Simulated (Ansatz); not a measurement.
Reactions of AlBrFHO (`[OH][Al]([F])[Br]`).

Isolated molecules relaxed with PBE0-D4/def2-TZVP in Ansatz; ΔE leaves out vibrations. CCSD(T)/CBS adds triple-zeta CCSD(T) − MP2 to the extrapolated MP2 energy (def2 sets, frozen cores). This one scheme is used for every species. Functionals use def2-TZVPP. def2 core potentials past Kr. For Br, Se, Te outer-core shells are correlated without core-valence functions, which leaves a few kJ/mol of doubt a bond. Scalar relativity is left out up to krypton. One conformer a species, not always the lowest.

| reaction | CCSD(T)/CBS(def2) (kJ/mol) |
| --- | --- |
| `[OH][Al]([F])[Br]` + NH₃ → `[NH2][Al]([OH])[Br]` + H–F | ? |
| `[OH][Al]([F])[Br]` + HCl → `[OH][Al]([F])[Cl]` + HBr | ? |
| `[OH][Al]([F])[Br]` + NH₃ → `[NH2][Al]([OH])[F]` + HBr | 71 |
| `[OH][Al]([F])[Br]` + H₂Se → `[OH][Al]([F])[SeH]` + HBr | 40 |
| `[OH][Al]([F])[Br]` + silanol → `[OH][Al]([Br])[O][SiH3]` + H–F | 19 |
| `[OH][Al]([F])[Br]` + NH₃ → `[NH2][Al]([F])[Br]` + H₂O | 38 |
| `[OH][Al]([F])[Br]` + H₂S → `[F][Al]([SH])[Br]` + H₂O | 19 |
| `[OH][Al]([F])[Br]` + H₂Te → `[OH][Al]([F])[TeH]` + HBr | 42 |
| `[OH][Al]([F])[Br]` + H₂ → `[F][AlH][Br]` + H₂O | ? |
| `[OH][Al]([F])[Br]` + HBr → `[F][Al]([Br])[Br]` + H₂O | -24 |

(1) Fill in the missing values. (Estimate.)

Largest T1 diagnostic: 0.012, for `[OH][Al]([F])[TeH]`.

Answers

(1) Computed: `[OH][Al]([F])[Br]` + NH₃ → `[NH2][Al]([OH])[Br]` + H–F: +89.1 kJ/mol; `[OH][Al]([F])[Br]` + HCl → `[OH][Al]([F])[Cl]` + HBr: +0.7 kJ/mol; `[OH][Al]([F])[Br]` + H₂ → `[F][AlH][Br]` + H₂O: +111.1 kJ/mol.
